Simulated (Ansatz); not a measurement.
Geometry optimisation, Ansatz 0.2.0, RKS PBE-D4/def2-SVP.

Input:

```yaml
crystal:
  periodic: [false, false, false]
  atoms:
    - { symbol: Ga, position_ang: [0.191489, 0.577937, -0.499198] }
    - { symbol: O, position_ang: [0.033125, 0.056089, 2.424025] }
    - { symbol: H, position_ang: [-0.924668, -0.128282, 2.490772] }
    - { symbol: Cl, position_ang: [1.90483, -0.323176, -1.431743] }
    - { symbol: Cl, position_ang: [-1.742607, -0.221099, -1.027792] }
    - { symbol: H, position_ang: [0.286776, 1.82813, 0.445797] }
    - { symbol: H, position_ang: [0.048855, 0.996, 2.103038] }
basis:
  gaussian: { orbitals: def2-SVP }
hamiltonian:
  xc: pbe
  dispersion: d4
relax:
  f_tol: 0.03
  max_steps: 50
```

Command:

```bash
$ ansatz run input.yaml --threads 2 --pin off --max-ram 3072MiB --backend cpu --events-out ev --progress --plain --runs-dir out
```

**Question.** Where does it end, and by what steps?

**Answer.** The forces met the threshold. After 8 steps the energy has fallen by 0.663 eV; H3 moved furthest, 0.75 Å. Joined: Ga1–O2 (2.97 → 2.14 Å).

```json
{"step": "0", "energy less start (eV)": "0.0000", "largest force component (eV/Å)": "0.644", "accepted": "yes"}
{"step": "1", "energy less start (eV)": "-0.0998", "largest force component (eV/Å)": "1.948", "accepted": "yes"}
{"step": "2", "energy less start (eV)": "-0.2753", "largest force component (eV/Å)": "2.263", "accepted": "yes"}
{"step": "3", "energy less start (eV)": "-0.4814", "largest force component (eV/Å)": "0.849", "accepted": "yes"}
{"step": "4", "energy less start (eV)": "-0.5887", "largest force component (eV/Å)": "0.321", "accepted": "yes"}
{"step": "5", "energy less start (eV)": "-0.6316", "largest force component (eV/Å)": "0.457", "accepted": "yes"}
{"step": "6", "energy less start (eV)": "-0.6558", "largest force component (eV/Å)": "0.385", "accepted": "yes"}
{"step": "7", "energy less start (eV)": "-0.6626", "largest force component (eV/Å)": "0.071", "accepted": "yes"}
{"step": "8", "energy less start (eV)": "-0.6635", "largest force component (eV/Å)": "0.026", "accepted": "yes"}
```

```xyz
7
Properties=species:S:1:pos:R:3
Ga 0.193 0.711 -0.180
O 0.096 0.076 1.864
H -0.781 -0.371 1.797
Cl 1.818 -0.499 -0.953
Cl -1.801 -0.210 -0.460
H 0.303 2.266 -0.058
H -0.031 0.813 2.495
```

Whether the end is a true minimum wasn't checked by a vibrational analysis.

The run took 16 s on 2 threads of Arm Neoverse V1 (shared host), peak memory 0.14 GiB.
